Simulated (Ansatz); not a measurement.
# Abstraction of H: SiH2(CH3)F + SbHCl → SiH(CH3)F + SbH2Cl

Species: SiH2(CH3)F, singlet; SbHCl `[Cl][SbH]`, doublet; SiH(CH3)F, doublet; SbH2Cl `[Cl][SbH2]`, singlet. A radical takes H: the energy is the difference in strength between the Si–H bond broken and the Sb–H bond made.

Shapes, held fixed at every level: PBE0-D4/def2-TZVP. Programs: Ansatz 0.2.0. The zero-point and thermal change to 298 K, harmonic and unscaled (PBE0-D4/def2-TZVP), is -4.2 kJ/mol.

| level | kind | ΔH(298 K) (kJ/mol) | less CCSD(T)/def2-TZVPP |
| --- | --- | --- | --- |
| MP2/def2-TZVPP | perturbation theory | +127.6 | +0.9 |
| HF/def2-TZVPP | Hartree–Fock | +133.6 | +6.9 |
| r2SCAN0-D4/def2-TZVPP | global hybrid | +122.5 | -4.2 |
| wB97X-V/def2-TZVPP | range-separated hybrid | +126.6 | -0.1 |
| B2PLYP/def2-TZVPP | double hybrid | +127.2 | +0.5 |
| CCSD/def2-SVP | coupled cluster or CI | +133.1 | +6.4 |
| CCSD(T)/def2-TZVPP | coupled cluster or CI | +126.7 | 0.0 |

The highest level, CCSD(T)/def2-TZVPP, gives ΔH(298 K) = +126.7 kJ/mol; the levels span +122.5 to +133.6. The column of differences is taken from that level and isn't an error. No measured value is set beside it here. Open shells run unrestricted. For atoms past krypton def2 sets carry core potentials with scalar relativity. Outer-core shells of Sb are correlated, in sets that cover them unevenly.
